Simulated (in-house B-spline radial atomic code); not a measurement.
A calculation on Hg⁴²⁺ (with a hole in an inner shell): its settings, and results tabulated from the run. Computed with a radial B-spline atomic code at the basis-set limit: Dirac-Hartree-Fock, average of the jj configuration, Fermi nucleus of rms radius 5.4648 fm.

In the input, a minus or plus after the letter marks the j = l - 1/2 or j = l + 1/2 subshell.

Command:
```bash
python run_scf.py task.json out
```
Settings (nuclear radius in fm, mass in u):
```
Z                80
configuration    1s2 2s2 2p6 3s2 3p6 3d10 4s2 4p-1 4p+4 4d3
hamiltonian      dirac
method           hf
spin_polarised   False
nucleus          fermi
rms_radius       5.4648
atomic_mass      201.97064
speed_of_light   137.035999084
```

Output (hartree, bohr):
```
 radial grid: 57 intervals, B-splines of order 8, outer radius 2.4356 bohr

 iter        energy (Eh)    residual
    1      -18367.038188    1.00e+01
    2      -18497.043424    1.56e+00
    3      -18500.490472    6.36e-01
    4      -18501.090730    2.61e-01
    5      -18501.211882    4.59e-02
    6      -18501.215634    4.64e-04
    7      -18501.215634    8.65e-06
    8      -18501.215634    1.11e-07

 total energy                    -18501.21563
 kinetic                           21483.2238
 electron-nucleus                 -43729.0319
 electron-electron                  3744.5924

 first-order corrections (not in the total)
   Gaunt                            24.7279
   retardation                      -2.5876
   frequency dependence             -0.5040
   self-energy                      19.0233
   Uehling                          -3.9126
   Wichmann-Kroll                    0.1740
   recoil                            0.0316

 orbital      occ     eigenvalue          <r>       <r^2>       <1/r>       <r^4>       r_max    small
 1s1/2      2.000     -3147.2687    0.0165906 0.000380886     97.4978 3.99919e-07     0.01023  9.25e-02
 2s1/2      2.000      -623.0000    0.0691679   0.0057262      24.044 5.76613e-05     0.05931  2.13e-02
 2p1/2      2.000      -599.6196    0.0569664  0.00405872      23.948  3.4395e-05     0.04367  2.13e-02
 2p3/2      4.000      -527.9338    0.0655638  0.00523408     19.4162  5.3779e-05     0.05111  1.89e-02
 3s1/2      2.000      -203.5255      0.17767   0.0361968     8.95034  0.00196573      0.1659  7.33e-03
 3p1/2      2.000      -193.1483     0.168375   0.0330464     8.83345  0.00171647       0.155  7.23e-03
 3p3/2      4.000      -176.7020     0.182923   0.0387825     7.67924  0.00232788      0.1694  6.59e-03
 3d3/2      4.000      -160.0759     0.159324   0.0296568     7.53299  0.00152211       0.132  6.40e-03
 3d5/2      6.000      -156.5789     0.163851   0.0312362     7.26843  0.00167056       0.136  6.22e-03
 4s1/2      2.000       -92.0804     0.362991    0.148161     4.18002   0.0304759       0.356  3.03e-03
 4p1/2      1.000       -87.5906     0.359402    0.146352     4.11333   0.0302627      0.3516  2.98e-03
 4p3/2      4.000       -82.2887     0.381849    0.164836     3.71595   0.0381211      0.3751  2.77e-03
 4d3/2      1.200       -75.2909     0.370248     0.15679     3.60318    0.035861      0.3587  2.64e-03
 4d5/2      1.800       -74.4021     0.376396    0.161834     3.51663   0.0380809      0.3652  2.59e-03
```

Run time, properties included: 0.55 s on 1 thread of Arm Neoverse V1, with other jobs on the host.

For the Dirac Hamiltonian the kinetic term is c α·p + (β - 1)c².
